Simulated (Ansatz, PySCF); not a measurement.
Species: CHBFO (charge 0, doublet). It need not be the lowest isomer of its formula. 
Geometry from a B3LYP-D3(BJ)/def2-TZVP (Ansatz, a quantum-chemistry and plane-wave program) optimisation:
```xyz
5

O     -1.2974     0.9544     0.3582
C     -0.8690     0.0703    -0.3686
B      0.6726    -0.1463    -0.4526
F      1.5300    -0.7607     0.2965
H     -1.5398    -0.4790    -1.0594
```
Charge 0, spin multiplicity 2.

Total electronic energies in hartree. Correlated levels leave the core frozen unless marked. UHF or UKS for open shells. Spin-orbit coupling is left out. Non-relativistic. Basis-set limits of correlation are two-point, X^-3; Hartree-Fock from the larger set. The bracket is a focal-point correction in the basis named.

The UHF reference is spin-contaminated (<S^2> 0.12 over the pure value in the largest basis). 

| level | program | energy (Eh) |
|---|---|---|
| HF/cc-pVTZ | Ansatz | -237.49303 |
| HF-D4/def2-TZVPD | PySCF + dftd4 | -237.51492 |
| BP86/def2-TZVPD | PySCF | -238.67425 |
| B97M-V/def2-TZVPD | Ansatz | -238.62799 |
| B3LYP-D4/def2-TZVPD | Ansatz + dftd4 | … |
| r2SCANh/def2-TZVPD | Ansatz | … |
| M06-2X/def2-TZVPD | PySCF | … |
| B2GP-PLYP/def2-TZVPD | Ansatz | -238.47281 |
| RPA@PBE/cc-pVTZ | Ansatz | -238.54146 |
| RI-MP2/cc-pVQZ | Ansatz | -238.25824 |
| CCSD/6-31G* | Ansatz | -237.93919 |
| CCSD/cc-pwCVTZ | Ansatz | -238.21883 |
| CCSD(T)/6-31G* | Ansatz | -237.95544 |
| CCSD(T)/cc-pVTZ | Ansatz | -238.23200 |
| RI-MP2/CBS(cc-pVTZ,cc-pVQZ)+[CCSD(T)-MP2]/cc-pVTZ | Ansatz | -238.3480 |

### Question
Some entries are withheld; supply them.

### Answer

- B3LYP-D4/def2-TZVPD, energy (Eh): -238.68610
- r2SCANh/def2-TZVPD, energy (Eh): -238.54614
- M06-2X/def2-TZVPD, energy (Eh): -238.58519
